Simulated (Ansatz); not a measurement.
Ansatz (a quantum-chemistry and plane-wave program) input (PBE0/def2-TZVP):

Ansatz 0.2 input:
```yaml
crystal:
  periodic: [false, false, false]
  atoms:
    - {symbol: C, position_ang: [-0.94461771, -1.03718180, -0.47476677]}
    - {symbol: C, position_ang: [0.28788757, -0.14705436, -0.42536713]}
    - {symbol: C, position_ang: [1.56564404, -0.89216934, -0.07854909]}
    - {symbol: C, position_ang: [0.10831591, 1.12344988, 0.59998701]}
    - {symbol: O, position_ang: [-1.05023253, 1.54357915, 0.61993745]}
    - {symbol: H, position_ang: [-1.03375640, -1.61152591, 0.45612227]}
    - {symbol: H, position_ang: [-1.83191448, -0.39926280, -0.54856229]}
    - {symbol: H, position_ang: [-0.94781209, -1.75645654, -1.30441772]}
    - {symbol: H, position_ang: [0.41731222, 0.35589477, -1.39677108]}
    - {symbol: H, position_ang: [1.84867874, -1.65530132, -0.81481442]}
    - {symbol: H, position_ang: [2.38701403, -0.17482177, 0.02710706]}
    - {symbol: H, position_ang: [1.45895947, -1.38942603, 0.89401246]}
basis:
  gaussian:
    orbitals: def2-TZVP
hamiltonian:
  xc: {name: PBE0}
total_charge: -1
```

End of the output:

```
integrals: 0.10 GiB planned
1179 factors; their error is unknown
mean field: 1.00 GiB planned
mean field evaluation 1: about -6297.7858 eV, gradient 4.6e1 eV
mean field evaluation 2: about -6295.3436 eV, gradient 5.7e1 eV
mean field evaluation 4: about -6302.7308 eV, gradient 4.3e0 eV
mean field evaluation 8: about -6302.7625 eV, gradient 4.9e-2 eV
mean field evaluation 16: about -6302.7506 eV, gradient 7.8e-5 eV
mean field -6302.75056176 eV, -231.6218109868 hartree, gradient 7.8e-5 eV, S^2 0.000000; 0 other end points of the search recorded, 0 dependent functions left out
reference -6302.75059079 eV, -231.6218120538 hartree; 20, 20 occupied and 177, 177 virtual orbitals, 1179 factors
Total energy: -6302.75059079 eV, -231.6218120538 hartree
```

It need not be the lowest isomer of its formula. Whether it binds its extra electron was not tested at this geometry.
